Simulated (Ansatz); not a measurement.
C3H6SSi, SMILES `C=C([SiH3])C=S`, relaxed with RKS PBE-D4/def2-SVP in Ansatz from a rough embedded geometry. The force threshold is 0.03 eV/Å; the program also tests the step.

The species carries charge 0 and has multiplicity 1.

Start:

```xyz
11

C    -1.245    0.905    0.047
C    -0.322    0.007    0.046
Si    1.435    0.453   -0.169
C    -0.545   -1.468    0.151
S    -2.060   -2.251    0.444
H    -1.128    1.989   -0.082
H    -2.338    0.654    0.169
H     2.254    0.011    0.949
H     1.619    1.974   -0.356
H     2.005   -0.202   -1.393
H     0.325   -2.072    0.194
```

(1) By how much does the energy fall, and how many steps does the optimiser take? (Best estimate.)

(2) Which bonds change most? (An estimate is asked.)

(3) Give the relaxed structure. (Best estimate.)

Results:

(1) The calculation gave: 11.90 kcal/mol, in 6 steps.

(2) Computed: C4–S5 from 1.730 to 1.642 Å; C1–C2 from 1.288 to 1.360 Å; C2–Si3 from 1.826 to 1.897 Å; C4–H11 from 1.060 to 1.113 Å.

(3) Computed: 
```xyz
11

C    -1.309    0.907    0.046
C    -0.316   -0.023    0.035
Si    1.499    0.479   -0.202
C    -0.604   -1.461    0.207
S    -2.069   -2.173    0.415
H    -1.104    1.981   -0.083
H    -2.358    0.588    0.189
H     2.316    0.030    0.980
H     1.588    1.972   -0.346
H     2.061   -0.186   -1.430
H     0.296   -2.116    0.190
```
